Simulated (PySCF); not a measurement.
# Correlation energy of O³⁺ (oxygen, charge +3)

[He] 2s2 2p1, 2P determinant. Computed with PySCF 2.14 in x2c-QZVPPall with one added diffuse shell each of s, p, d, f type (8s5p4d3f1g, 73 functions), with scalar relativity by spin-free X2C-1e. Frozen: nothing; 5 electrons correlated.

```
  level  correlation energy (mhartree)
   CCSD                        -115.33
    (T)                          -1.36
CCSD(T)                        -116.69
```

Diagnostics: T1 = 0.0043, D1 = 0.0106, largest double amplitude 0.134.

**Question.** Is a single reference adequate?

**Answer.** Mostly. T1 lies below 0.03, but a double amplitude of this size points to a near-degeneracy that CCSD handles and MP2 describes poorly.

This basis was not built for core-valence correlation, so the inner-shell part is incomplete.
